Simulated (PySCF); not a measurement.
C7H8, SMILES C1=CC2C=CC1C2.

Geometry: ωB97X-D3(BJ)/def2-SVP. The values are those of a single conformer.

Calculation: TDA-M06-2X/def2-SVPD (PySCF 2.14.0).

Vertical excitations.  State labels are in the subgroup C2v.

```json
[
 {"state": "S1", "symmetry": "A2", "energy (eV)": "5.42", "λ (nm)": "229", "f": "0.000", "main pairs": "HOMO→LUMO 95 %"},
 {"state": "S2", "symmetry": "B1", "energy (eV)": "6.17", "λ (nm)": "201", "f": "0.022", "main pairs": "HOMO−1→LUMO 80 %, HOMO→LUMO+2 15 %"},
 {"state": "S3", "symmetry": "B2", "energy (eV)": "6.52", "λ (nm)": "190", "f": "0.016", "main pairs": "HOMO→LUMO+1 92 %"},
 {"state": "S4", "symmetry": "A1", "energy (eV)": "7.08", "λ (nm)": "175", "f": "0.039", "main pairs": "HOMO→LUMO+4 57 %, HOMO−1→LUMO+1 38 %"},
 {"state": "S5", "symmetry": "A2", "energy (eV)": "7.26", "λ (nm)": "171", "f": "0.000", "main pairs": "HOMO→LUMO+3 51 %, HOMO−1→LUMO+2 45 %"},
 {"state": "S6", "symmetry": "A2", "energy (eV)": "7.33", "λ (nm)": "169", "f": "0.000", "main pairs": "HOMO→LUMO+3 44 %, HOMO−1→LUMO+2 42 %"},
 {"state": "T1", "symmetry": "A2", "energy (eV)": "3.87", "λ (nm)": "320", "f": "0", "main pairs": "HOMO→LUMO 87 %"},
 {"state": "T2", "symmetry": "B1", "energy (eV)": "4.40", "λ (nm)": "282", "f": "0", "main pairs": "HOMO−1→LUMO 58 %, HOMO→LUMO+2 28 %"}
]
```
Triplets are in the Tamm–Dancoff approximation.
